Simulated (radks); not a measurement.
Isoelectronic series with 3 electrons, all held in the configuration [He] 2s1, which need not be the ground one along the series. All-electron calculation, scalar-relativistic Kohn-Sham, r2SCAN, spin-unpolarised, spherical densities, finite nucleus; meta-GGA in the generalised Kohn-Sham scheme; Fermi nuclear charge, rms radius of each element as measured or else 0.836 A^(1/3) + 0.57 fm. Program: a radial shooting solver on a logarithmic mesh with Libxc functionals. Total energies (hartree) and mean radii <r> (bohr):

ion,E (hartree),2s,1s
Li,-7.46639,4.004,0.5772
Be+,-14.29898,2.323,0.4172
B2+,-23.38652,1.658,0.3265
C3+,-34.72876,1.293,0.2681
N4+,-48.32720,1.061,0.2274
O5+,-64.18399,0.9003,0.1974
F6+,-82.30176,0.7819,0.1744
Ne7+,-102.68352,0.6910,0.1562
Mg9+,-150.25312,0.5607,0.1291
Al10+,-177.44897,0.5124,0.1188
Si11+,-206.92483,0.4717,0.1100
P12+,-238.68568,0.4369,0.1024
S13+,-272.73691,0.4069,0.09582
Cl14+,-309.08428,0.3807,0.08999
